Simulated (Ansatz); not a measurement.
SnBrH3 (SnH3Br). The state is a triplet with charge 0. Geometry r2SCAN-D4/def2-TZVP, that of the neutral singlet; atoms count from 1.

```xyz
5

Sn   -0.1028   -0.1594    0.0913
Br    1.1125    1.7251   -0.9873
H    -1.4569    0.5220    0.8604
H     0.9839   -0.8609    1.1941
H    -0.5367   -1.2267   -1.1585
```

In the def2 sets Sn takes a core potential; there is no spin–orbit coupling. At PBE0-D4/def2-TZVP a singlet of charge 0 lies 5.44 eV below the triplet at the same geometry.

Estimate the Mulliken populations from the PBE0/def2-TZVP orbitals of Ansatz.


```tsv
atom	charge (e)	spin (α − β)
Sn1	0.01	0.76
Br2	0.05	0.94
H3	0.00	0.19
H4	-0.03	0.06
H5	-0.03	0.06
```
Mulliken values depend strongly on the basis.

Where does the spin sit?

Summed by element: Sn 0.76, Br 0.94, H 0.30, of 2 unpaired in all. Largest on single atoms: Br2 0.94, Sn1 0.76, H3 0.19.

And the Mayer bond orders between heavy atoms (over 0.3)?

Sn1–Br2 0.53 (2.49 Å).
